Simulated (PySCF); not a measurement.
# Energy of Ti²⁺ (titanium, charge +2) between two integer charges

The 3d alpha orbital of [Ar] 3d2 is emptied in steps (occupation f), with all orbitals relaxed, ending at [Ar] 3d1. Calculation: PySCF 2.14, in def2-TZVP (6s4p4d1f, 45 functions); no relativity, point nucleus. The exact energy is a straight line in f; departures are measured from the line between the end points of the same method.

```csv
f,PBE0 (eV),r2SCAN (eV),LC-wPBE (eV)
1,0.000,0.000,0.000
0.75,-0.967,-1.293,-0.438
0.5,-1.298,-1.740,-0.594
0.25,-0.980,-1.315,-0.452
0,0.000,0.000,0.000
```

Task: For PBE0, how does the orbital energy at f = 1 compare with the removal energy?

Result: −ε = 22.856 eV against a total-energy difference of 27.972 eV. By Janak's theorem ε = ∂E/∂f, so the gap between them reflects the curvature. Along the path −ε is 25.364 (f = 0.75), 27.938 (f = 0.5), 30.564 (f = 0.25) eV.

| method | E(f=0) − E(f=1) (eV) | −ε at f=1 (eV) | −ε at f=0.5 (eV) |
| --- | --- | --- | --- |
| PBE0 | 27.972 | 22.856 | 27.938 |
| r2SCAN | 28.090 | 21.263 | 28.032 |
| LC-wPBE | 28.029 | 25.735 | 27.990 |

Reference removal energy between the ground levels: 27.492 eV (measured; NIST Atomic Spectra Database, ionization energies). The calculation has no spin-orbit coupling.
